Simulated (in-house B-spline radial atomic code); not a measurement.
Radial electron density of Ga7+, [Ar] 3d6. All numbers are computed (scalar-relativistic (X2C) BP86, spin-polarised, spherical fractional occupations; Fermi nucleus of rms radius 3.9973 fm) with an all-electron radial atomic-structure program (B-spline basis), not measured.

One-electron X2C: radii and densities carry no picture-change correction, so inner-shell <1/r> comes out high (for 1s by about 2 % at Z = 33, 5 % at 54, 10 % at 75, 30 % at 118) and <r> low.

Columns: r (bohr), 4πr²n(r) (electrons per bohr), bar.

```
 0.00183    1.092 #
 0.00218    1.478 #
  0.0026    1.996 ##
 0.00309    2.667 ###
 0.00368    3.559 ####
 0.00437    4.697 #####
  0.0052    6.173 ######
 0.00619    8.045 ########
 0.00737    10.37 ##########
 0.00877    13.19 #############
  0.0104    16.45 #################
  0.0124    20.28 ####################
  0.0148    24.48 #########################
  0.0176    28.67 #############################
  0.0209    32.55 #################################
  0.0249    35.74 ####################################
  0.0297     37.7 ######################################
  0.0353    38.02 ######################################
   0.042    36.74 #####################################
    0.05    34.32 ###################################
  0.0595    31.81 ################################
  0.0708    30.57 ###############################
  0.0842     31.7 ################################
     0.1     35.3 ####################################
   0.119    40.14 ########################################
   0.142    43.65 ############################################
   0.169    43.14 ###########################################
   0.201     37.9 ######################################
   0.239    29.85 ##############################
   0.285    22.71 #######################
   0.339    19.95 ####################
   0.403    21.48 ######################
    0.48    24.19 ########################
   0.571    24.25 ########################
   0.679    20.31 ####################
   0.809    13.84 ##############
   0.962    7.654 ########
    1.15    3.282 ###
    1.36    1.169 #
    1.62   0.3042 
    1.93  0.05826 
     2.3 0.007812
```

On this grid the curve has 3 maxima, near 0.0353, 0.142, 0.571 bohr.

The 3p up radial function P(r) = rR(r), positive near the nucleus:

```json
{"r (bohr)": "0.00183", "P": "0.001542"}
{"r (bohr)": "0.0026", "P": "0.002912"}
{"r (bohr)": "0.00368", "P": "0.005483"}
{"r (bohr)": "0.0052", "P": "0.01029"}
{"r (bohr)": "0.00737", "P": "0.01936"}
{"r (bohr)": "0.0104", "P": "0.0358"}
{"r (bohr)": "0.0148", "P": "0.06616"}
{"r (bohr)": "0.0209", "P": "0.1178"}
{"r (bohr)": "0.0297", "P": "0.2042"}
{"r (bohr)": "0.042", "P": "0.3328"}
{"r (bohr)": "0.0595", "P": "0.5022"}
{"r (bohr)": "0.0842", "P": "0.671"}
{"r (bohr)": "0.119", "P": "0.7383"}
{"r (bohr)": "0.169", "P": "0.5472"}
{"r (bohr)": "0.285", "P": "-0.3802"}
{"r (bohr)": "0.403", "P": "-1.095"}
{"r (bohr)": "0.571", "P": "-1.361"}
{"r (bohr)": "0.809", "P": "-1.024"}
{"r (bohr)": "1.15", "P": "-0.4581"}
{"r (bohr)": "1.62", "P": "-0.1121"}
{"r (bohr)": "2.3", "P": "-0.01126"}
```
